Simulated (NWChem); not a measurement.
**Correlation energy of Br**

SMILES: [Br]
```xyz
1

Br     0.0000     0.0000     0.0000
```
Charge 0, spin multiplicity 2.

Program: NWChem.

Basis set: def2-TZVP. Each correlation energy counts from its own Hartree-Fock reference.

```
method           correlation energy (mHa)
---------------  ------------------------
UMP2                               -245.2
SCS-UMP2                           -230.3
CCSD on UHF                        -256.8
CCSD[T] on UHF                     -263.8
CCSD(T) on UHF                     -263.5
CCSD on ROHF                       -261.5
CCSD[T] on ROHF                    -268.7
CCSD(T) on ROHF                    -268.5
```

The values span 38.4 mHa, from CCSD[T] on ROHF (lowest) to SCS-UMP2 (highest). 

The Hamiltonian is non-relativistic. The correlated methods keep 9 core orbitals frozen. The stability of the SCF solutions was not checked. Open-shell Hartree-Fock references start from PBE0 orbitals. No row is a measurement; the coupled-cluster row has its own basis-set and correlation limits.
